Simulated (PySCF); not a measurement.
Structure problem from calculated spectra and properties.

Formula: C6H16N2.

| Quantity | Value |
| --- | --- |
| UV, first state | lowest singlet excitation: 6.10 eV (203 nm, f = 0.015) [TDDFT CAM-B3LYP/def2-SVPD] |
| Rotational structure | rotational constants A, B, C: 2.507, 1.407, 1.176 GHz [PBE0-D3(BJ)/def2-SVP] |
| UV, strongest line | among the 10 lowest singlet transitions: S10 at 7.76 eV (160 nm, f = 0.025) [TDDFT CAM-B3LYP/def2-SVPD] |
| Dipole | 1.09 D [CAM-B3LYP/def2-SVPD] |
| XPS | C1s 290.2, C1s 290.2, C1s 290.2, C1s 290.8, C1s 291.1, C1s 291.2, N1s 404.9, N1s 405.1 eV [ΔSCF SCAN, pcX-2 on the ionised atom, pcseg-1 elsewhere, spin-free X2C] |
| 13C NMR | chemical shifts (computed TMS as zero) by class: 63.2 (1 C), 36.6 (1 C), 30.2 (1 C), 29.2 (1 C), 13.5 (1 C), 12.4 (1 C) ppm [GIAO B97-2/pcSseg-1] |
| Triplet | lowest triplet excitation (Tamm–Dancoff): 5.95 eV [TDA CAM-B3LYP/def2-SVPD] |
| Valence photoelectron | vertical ionisation energy: 8.15 eV [ΔSCF CAM-B3LYP/def2-SVPD] |
| NMR, other nuclei | isotropic shieldings of nuclei other than C and H, by class: 161 (1 N), 179 (1 N) ppm [GIAO B97-2/pcSseg-1] |

Electronic properties: PySCF, gas phase, density fitting. Levels stand in brackets. One conformer (not necessarily the lowest) at the PBE0-D3(BJ)/def2-SVP geometry, without solvent, vibrations or thermal averaging. NMR classes are plain means over equivalent atoms (diastereotopic ones count apart unless rotation or inversion swaps them), as if these changed places fast.

Problem. What is the compound? Reason from the data.

Solution. Numbering: `[CH3:1][CH2:2][C@@H:3]([CH3:4])[N:5]([CH3:6])[NH:7][CH3:8]`. Its formula, C6H16N2, gives 0 degrees of unsaturation, so no ring and no π bond. 6 carbons fall into 6 classes; from least to most shielded: sp3 carbon bound to nitrogen [C3] (63.2 ppm), N-methyl carbon [C8] (36.6 ppm), chain CH2 carbon [C2] (30.2 ppm), N-methyl carbon [C6] (29.2 ppm), methyl carbon [C1] (13.5 ppm), methyl carbon [C4] (12.4 ppm). The other shieldings belong to: 161 ppm, hydrazine nitrogen [N7]; 179 ppm, hydrazine nitrogen [N5]. The core levels belong to: C1s 290.2 eV, methyl carbon [C4]; C1s 290.2 eV, methyl carbon [C1]; C1s 290.2 eV, chain CH2 carbon [C2]; C1s 290.8 eV, sp3 carbon bound to nitrogen [C3]; C1s 291.1 eV, N-methyl carbon [C6]; C1s 291.2 eV, N-methyl carbon [C8]; N1s 404.9 eV, hydrazine nitrogen [N5]; N1s 405.1 eV, hydrazine nitrogen [N7]. The first electron is taken from the HOMO, whose largest Löwdin shares are 0.54 on a hydrazine nitrogen, 0.09 on a hydrazine nitrogen, 0.08 on an N-methyl carbon and 0.06 on the sp3 carbon bound to nitrogen. The optimised geometry has point group C1 and is an asymmetric top. Structure: `C[C@H](CC)N(NC)C`. Computed isomers that give other values at the same levels: `CC[C@@H](CCN)NC` (rotational constant A: 2.394 GHz; this holds for the one conformer computed); `CNN(C)C(C)(C)C` (core binding energies: C1s 290.0 (×3), C1s 291.0, C1s 291.1, C1s 291.1, N1s 404.8, N1s 405.1 eV). The assignments are read from this structure; whether some other isomer fits the data as well wasn't checked. The mirror image fits equally.

Shape of the structure used: `[CH3:1][CH2:2][C@@H:3]([CH3:4])[N:5]([CH3:6])[NH:7][CH3:8]`: C1–C2–C3–C4 178°, C2–C3–N5–C6 -67°, C3–N5–N7–C8 -140°.
